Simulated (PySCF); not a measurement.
Can point charges reproduce the dipole moment of `FC(F)(F)CP=C=C[SiH3]`?

Coordinates (GFN2-xTB, Å) and charges (e) from the PBE0/pcSseg-1 density (PySCF):

```tsv
atom	x	y	z	Mulliken	IAO	Hirshfeld	ESP-fitted
F1	-3.030	-0.865	1.095	-0.2670	-0.2849	-0.0977	-0.1684
C2	-2.468	-0.402	-0.032	+0.7714	+0.8086	+0.2529	+0.5077
F3	-3.453	-0.358	-0.950	-0.2740	-0.2889	-0.1054	-0.2209
F4	-1.618	-1.351	-0.451	-0.2646	-0.2840	-0.0936	-0.1806
C5	-1.808	0.937	0.161	-0.4968	-0.4778	-0.1386	-0.1445
P6	-0.632	0.889	1.659	+0.3392	+0.3226	+0.0764	-0.1022
C7	0.542	-0.050	0.995	-0.2516	-0.2112	-0.0607	-0.0080
C8	1.556	-0.711	0.542	-0.4297	-0.4371	-0.1368	-0.2856
Si9	3.033	0.079	-0.350	+0.5659	+0.6381	+0.3366	+0.4722
H10	-2.592	1.672	0.354	+0.1765	+0.1778	+0.0534	+0.1369
H11	-1.278	1.203	-0.754	+0.1809	+0.1784	+0.0523	+0.1045
H12	1.581	-1.791	0.628	+0.1781	+0.1897	+0.0676	+0.1811
H13	3.063	-0.469	-1.708	-0.0737	-0.1120	-0.0691	-0.1022
H14	4.236	-0.303	0.390	-0.0750	-0.1119	-0.0689	-0.1028
H15	2.862	1.530	-0.372	-0.0795	-0.1073	-0.0685	-0.0873
```

**Question.** Form Σ q r in debye for every column and set it beside the full dipole.

**Answer.** The full density gives (1.96, 1.17, -0.91) D, 2.46 D in size; dipole vectors point from the negative to the positive end.

```tsv
scheme	μx	μy	μz	size (D)	share of the full size (%)	angle to the full dipole (°)
Mulliken	3.35	3.39	0.13	4.77	194	27
IAO	2.94	3.43	0.42	4.54	185	33
Hirshfeld	1.76	0.92	0.08	1.99	81	24
ESP-fitted	2.02	1.23	-0.86	2.52	103	2
```

**Question.** Which set comes closest?

**Answer.** Length of the difference vector: ESP-fitted 0.10 D, Hirshfeld 1.04 D, IAO 2.80 D, Mulliken 2.82 D. Closest: ESP-fitted. The schemes that divide the density aren't constrained to reproduce the dipole.

**Question.** What is left for the Hirshfeld atoms' own dipoles?

**Answer.** The shares of the density sum to the whole, so what Σ q r misses lies in dipoles about the nuclei. The atomic dipoles sum to (1.96, 1.17, -0.91) − (1.76, 0.92, 0.08) = (0.20, 0.25, -0.99) D, 1.04 D in size.

**Question.** With the origin at the mean of the coordinates, (0.000, 0.001, 0.081) Å, which are the largest single terms, by size, of the ESP-fitted dipole along the direction of the full one?

**Answer.** Si9 +5.94, C2 -5.17, F3 +2.70, F1 +2.59, H14 -1.54 D; all 15 atoms together +2.52 D. The single terms depend on the origin, their sum doesn't.

**Question.** Give the size of the full dipole in other units.

**Answer.** 2.46 D = 0.967 au = 0.511 e·Å = 8.19 × 10⁻³⁰ C·m.

Isolated species at its GFN2-xTB geometry (one conformer only).

These values come from a run that also computed NMR shieldings. Cost: about 90 s of CPU time on one thread; the machine was shared, so the figure is rough.

The values belong to the conformer `[F:1][C:2]([F:3])([F:4])[CH2:5][P:6]=[C:7]=[CH:8][SiH3:9]`: F1–C2–C5–P6 51°, C2–C5–P6–C7 71°.
